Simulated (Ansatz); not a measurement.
Molecule: sum formula GeBrF2, charge 0, multiplicity 2. It need not be the lowest isomer of its formula. 
Geometry from a B3LYP-D3(BJ)/def2-TZVP (Ansatz, an electronic-structure program) optimisation:
```xyz
4

F     -1.5540    -1.3623    -0.3215
Ge    -0.7557    -0.0036     0.4192
F     -1.5510     1.3722    -0.2930
Br     1.4893     0.0007    -0.2253
```
Charge 0, spin multiplicity 2.

Basis-set convergence of Hartree-Fock and CCSD correlation energies (hartree) with Ansatz. Cores are frozen in the correlated levels unless marked. Open shells are spin-unrestricted. Spin-orbit coupling is left out. The frozen core is the preceding noble-gas configuration, with the filled d and f shells of earlier blocks. No relativistic terms.

```json
[
 {"basis": "cc-pVDZ", "functions": "82", "E(HF)": "-4846.69072", "E(corr, CCSD)": "-0.57778"},
 {"basis": "cc-pVTZ", "functions": "146", "E(HF)": "-4846.92085", "E(corr, CCSD)": "-0.76888"},
 {"basis": "cc-pVQZ", "functions": "246", "E(HF)": "-4846.94781", "E(corr, CCSD)": "-0.83755"},
 {"basis": "cc-pV5Z", "functions": "390", "E(HF)": "-4846.95299", "E(corr, CCSD)": "-0.86297"}
]
```

Extrapolating the two largest sets (X = 4 and 5) as X^-3: E(corr) = (125·(-0.86297) - 64·(-0.83755))/61 = -0.8896 Eh, an estimate of the basis-set limit. The largest set recovers 97.0 % of it, the smallest 64.9 %.
